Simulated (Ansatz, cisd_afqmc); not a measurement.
Species: SiO₂, charge 0, singlet. SiO2 (SMILES O=[Si]=O).
B3LYP-D3(BJ)/def2-TZVP minimum from Ansatz (a first-principles code):
```
Si
O 1 1.5101
O 1 1.5101 2 180.00
```

Total energies in cc-pV(D+d)Z, 16 correlated electrons, 7 frozen orbitals. UHF or UKS for unpaired electrons; spin-orbit terms are left out. Correlated methods leave the cores frozen. No relativity. The Monte Carlo rows (phaseless AFQMC, CISD trial, step 0.005/hartree) carry one-sigma bars that omit the constraint's bias. Outlying blocks are dropped, and bars are widened where a walk drifts. Over all cases where full CI ran beside it in this data, AFQMC minus full CI had a median of +0.1 mEh and passed +0.4 mEh in a tenth of the cases. The T1 diagnostic of O2Si (O=[Si]=O, singlet) reaches 0.027 in the sets run.

| method | program | energy (Eh) | minus CCSDTQ (mEh) |
|---|---|---|---|
| HF | Ansatz | -438.64746 | 487.28 |
| MP2 | Ansatz | -439.11905 | 15.70 |
| CCSD | Ansatz | -439.11334 | 21.41 |
| CCSD(T) | Ansatz | -439.13139 | 3.36 |
| CCSDT(Q) | Ansatz | -439.13537 | -0.63 |
| CCSDTQ | Ansatz | -439.13474 | 0.00 |
| AFQMC/CISD | cisd_afqmc | -439.1350 ± 0.0012 | -0.2 ± 1.2 |

Rough core times of Ansatz's runs on a shared machine: CCSD(T) under 20 s, CCSDT(Q) under 20 s, CCSDTQ 50 min.
